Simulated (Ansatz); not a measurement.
`[SiH3][SiH2][NH][GeH3]`. Charge 0, multiplicity 1.

Cartesian coordinates in Å:
```
Si -2.078 0.893 -1.235
Si 0.069 0.005 -0.932
N 0.552 0.171 0.714
Ge 1.689 -0.935 1.649
H -3.095 0.103 -0.489
H -2.449 0.910 -2.677
H -2.119 2.295 -0.729
H 0.084 -1.450 -1.247
H 0.990 0.664 -1.909
H 0.399 1.069 1.147
H 3.163 -0.511 1.487
H 1.305 -0.866 3.137
H 1.490 -2.347 1.084
```

List the harmonic frequencies (cm⁻¹, unscaled) at PBE0-D4/def2-TZVP in Ansatz. (Estimate.)

Computed: 32, 46, 87, 126, 166, 332, 357, 417, 495, 560, 590, 626, 662, 767, 808, 849, 867, 888, 893, 934, 935, 948, 958, 1192, 2127, 2155, 2161, 2177, 2202, 2207, 2217, 2223, 3617.

Is this a minimum?

Yes, all 33 modes are real.

Give the ideal-gas thermochemistry at 298.15 K and 1 bar (rigid rotor, harmonic oscillator; point group C1, symmetry number 1).

Zero-point energy 213.1 kJ/mol; H(298) − E = 239.4 kJ/mol; entropy 404.0 J/(mol·K), of which translation 171.5, rotation 118.9, vibration 113.6; G(298) − E = 119.0 kJ/mol. Modes under 100 cm⁻¹ are hindered rotations or soft bends, so the harmonic entropy is rough.
